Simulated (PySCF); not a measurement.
Computed shifts of a molecule CH7ClOSi3, PBE/pcSseg-1 run with PySCF, GIAO, gas phase, equivalent atoms averaged, in ppm (number of nuclei): ²⁹Si: 34.1 (1), 25.4 (1), -51.6 (1). ¹³C: 10.8 (1). ¹H: 6.86 (1), 6.77 (1), 4.96 (2), 1.44 (1), 1.22 (1), 0.33 (1). References: ¹⁷O against H2O (σ = 334.3 ppm); ²⁹Si against TMS (σ = 335.4 ppm); ¹³C against TMS (σ = 182.0 ppm); ³⁵Cl against HCl (σ = 936.5 ppm); ¹H against TMS (σ = 31.49 ppm), references at their B3LYP-D3(BJ)/def2-TZVP geometries, non-relativistic (without spin–orbit terms, shifts of atoms bonded to Cl or Br come out too high). Coordinates come from a B3LYP-D3(BJ)/def2-SVP optimisation. Other conformers were not sampled.

### Question
Which molecule gave these data?
A. [SiH3][C@@H]1[SiH2]O[Si@@H]1Cl
B. C[Si@@H]1[SiH2]O[Si@@H]1Cl
C. O[Si@H]1[SiH2]C[Si@@H]1Cl
D. O=C([SiH2][SiH3])[SiH2]Cl

### Answer
C, O[Si@H]1[SiH2]C[Si@@H]1Cl
